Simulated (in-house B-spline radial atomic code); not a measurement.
Successive ionisation energies of zirconium; each step leads to the configuration of the next row (after the last: [Ar] 3d10 4s2 4p2). Dirac energy differences include first-order Breit, QED and recoil terms. NIST's values go from ground level to ground level; the uncertainty of those that are theory runs from under 0.1 % in few-electron ions to several per cent in heavy many-electron ones. Computed with an all-electron radial atomic-structure program (B-spline basis): Dirac-Hartree-Fock, average of the configuration, finite nuclei.

| ion | configuration | ionisation energy (eV) | tabulated value (eV) | tabulated kind | computed minus tabulated (eV) | highest orbital | largest mean radius (bohr) |
| --- | --- | --- | --- | --- | --- | --- | --- |
| Zr | [Kr] 4d2 5s2 | 5.60 | 6.634126 | measured | -1.03 | 5s1/2 | 3.9791 |
| Zr+ | [Kr] 4d2 5s1 | ? | ? | measured | ? | ? | ? |
| Zr2+ | [Kr] 4d2 | 21.53 | 23.17 | semi-empirical | -1.64 | 4d5/2 | 2.0123 |
| Zr3+ | [Kr] 4d1 | 33.34 | 34.41836 | measured | -1.08 | 4d5/2 | 1.8474 |
| Zr4+ | [Ar] 3d10 4s2 4p6 | 79.85 | 80.348 | semi-empirical | -0.50 | 4p3/2 | 1.33 |
| Zr5+ | [Ar] 3d10 4s2 4p5 | 96.54 | 96.38 | semi-empirical | 0.16 | 4p3/2 | 1.2943 |
| Zr6+ | [Ar] 3d10 4s2 4p4 | ? | ? | tabulated theory | ? | ? | ? |
| Zr7+ | [Ar] 3d10 4s2 4p3 | 131.94 | 133.7 | semi-empirical | -1.76 | 4p3/2 | 1.2329 |

**Question.** Fill in the row of Zr+.

**Answer.** ionisation energy (eV): 11.92; tabulated value (eV): 13.13; computed minus tabulated (eV): -1.21; highest orbital: 5s1/2; largest mean radius (bohr): 3.5887.

**Question.** Fill in the row of Zr6+.

**Answer.** ionisation energy (eV): 113.92; tabulated value (eV): 112; computed minus tabulated (eV): 1.92; highest orbital: 4p3/2; largest mean radius (bohr): 1.2623.

**Question.** Where is the largest jump?

**Answer.** From Zr3+ to Zr4+, by a factor of 2.40 (33.337 to 79.848 eV); the highest orbital goes from 4d5/2 to 4p3/2.

Where a p, d or f electron is removed, the computed value is a mean over both j, so it misses the tabulated one by a part of the spin-orbit splitting; averaging over terms and missing correlation add to the gap, relatively most at low charge.
